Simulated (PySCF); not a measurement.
# LiCa: frontier orbitals

PBE0 at R = 3.425 Å; Li aug-pcseg-1, Ca aug-pcseg-1; no relativity (PySCF 2.14). State: doublet, unpaired electrons π ↑, a second solution, started from another occupation. Only the outer orbitals are listed, counted within each symmetry.

```json
{"spin": "α", "orbital": "4σ", "occ.": "1", "ε (eV)": "-56.20", "on Li (%)": "100", "main shells (%)": "100 Li s"}
{"spin": "α", "orbital": "5σ", "occ.": "1", "ε (eV)": "-49.95", "on Li (%)": "0", "main shells (%)": "100 Ca s"}
{"spin": "α", "orbital": "2π", "occ.": "1", "ε (eV)": "-30.10", "on Li (%)": "0", "main shells (%)": "100 Ca p"}
{"spin": "α", "orbital": "2π", "occ.": "1", "ε (eV)": "-30.05", "on Li (%)": "0", "main shells (%)": "100 Ca p"}
{"spin": "α", "orbital": "6σ", "occ.": "1", "ε (eV)": "-30.03", "on Li (%)": "0", "main shells (%)": "100 Ca p"}
{"spin": "α", "orbital": "7σ", "occ.": "1", "ε (eV)": "-4.76", "on Li (%)": "29", "main shells (%)": "63 Ca s, 24 Li s"}
{"spin": "α", "orbital": "3π", "occ.": "1", "ε (eV)": "-2.56", "on Li (%)": "42", "main shells (%)": "42 Li p, 36 Ca p, 22 Ca d"}
{"spin": "α", "orbital": "8σ", "occ.": "0", "ε (eV)": "-2.07", "on Li (%)": "48", "main shells (%)": "48 Li s, 38 Ca s, 13 Ca p"}
{"spin": "α", "orbital": "3π", "occ.": "0", "ε (eV)": "-1.24", "on Li (%)": "39", "main shells (%)": "47 Ca p, 39 Li p, 14 Ca d"}
{"spin": "α", "orbital": "9σ", "occ.": "0", "ε (eV)": "-0.89", "on Li (%)": "64", "main shells (%)": "43 Li p, 21 Li s, 19 Ca p"}
{"spin": "β", "orbital": "4σ", "occ.": "1", "ε (eV)": "-56.08", "on Li (%)": "100", "main shells (%)": "100 Li s"}
{"spin": "β", "orbital": "5σ", "occ.": "1", "ε (eV)": "-49.89", "on Li (%)": "0", "main shells (%)": "100 Ca s"}
{"spin": "β", "orbital": "2π", "occ.": "1", "ε (eV)": "-30.11", "on Li (%)": "0", "main shells (%)": "100 Ca p"}
{"spin": "β", "orbital": "6σ", "occ.": "1", "ε (eV)": "-29.93", "on Li (%)": "0", "main shells (%)": "100 Ca p"}
{"spin": "β", "orbital": "2π", "occ.": "1", "ε (eV)": "-29.92", "on Li (%)": "0", "main shells (%)": "100 Ca p"}
{"spin": "β", "orbital": "7σ", "occ.": "1", "ε (eV)": "-4.33", "on Li (%)": "4", "main shells (%)": "94 Ca s"}
{"spin": "β", "orbital": "8σ", "occ.": "0", "ε (eV)": "-1.83", "on Li (%)": "59", "main shells (%)": "59 Li s, 41 Ca p"}
{"spin": "β", "orbital": "3π", "occ.": "0", "ε (eV)": "-1.10", "on Li (%)": "10", "main shells (%)": "90 Ca p, 10 Li p"}
{"spin": "β", "orbital": "3π", "occ.": "0", "ε (eV)": "-0.83", "on Li (%)": "8", "main shells (%)": "85 Ca p"}
```

Task: Which are the highest filled and the lowest empty level, where do they sit, and how wide is the gap?

Result: Highest filled α 3π at -2.56 eV (in %: 42 Li p, 36 Ca p, 22 Ca d); lowest empty α 8σ at -2.07 eV (in %: 48 Li s, 38 Ca s, 13 Ca p); the gap at PBE0 is 0.49 eV.

```
bond order (Mayer)                               : 0.98
⟨S²⟩                                             : 0.944
charge on Li (Mulliken, basis-dependent)         : 0.25
charge on Li (Löwdin, basis-dependent)           : -0.09
dipole moment (positive dipole means Li(−)Ca(+)) : -0.33 D
```
